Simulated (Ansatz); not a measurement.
C4H8Si can be A, `CCC1=C[SiH2]1`, or B, `C#CC(C)[SiH3]`.

Calculated with Ansatz (gas phase, PBE0-D4/def2-TZVP geometries, no zero-point term in ΔE). CBS: MP2 limit from def2 TZ/QZ plus the TZ coupled-cluster correction, frozen cores. Functionals use def2-TZVPP. B3LYP here is the variant with VWN-RPA as its local correlation; programs differ in this. Each species was taken in one conformer, which may not be the lowest.

Which is lower in electronic energy at CCSD(T)/CBS, and by how much? (Best estimate.)

Computed: A, by 7.9 kJ/mol.

Give E(B) − E(A) in kJ/mol with PBE0-D4, B2PLYP, ωB97M-V, MP2/def2-TZVPP, PBE-D4, B3LYP-D4, HF/def2-TZVPP. (Estimate.)

Ansatz gave: PBE0-D4 29.9, B2PLYP 4.9, ωB97M-V 15.3, MP2/def2-TZVPP 4.4, PBE-D4 27.4, B3LYP-D4 7.2, HF/def2-TZVPP -6.6. The order is the other way round with HF/def2-TZVPP.

Largest T1 diagnostic: 0.011.

In def2-TZVPP, CCSD(T) changes the Hartree–Fock value by +12.7 kJ/mol (the triples alone add +1.5 kJ/mol) and MP2 by +11.0 kJ/mol.
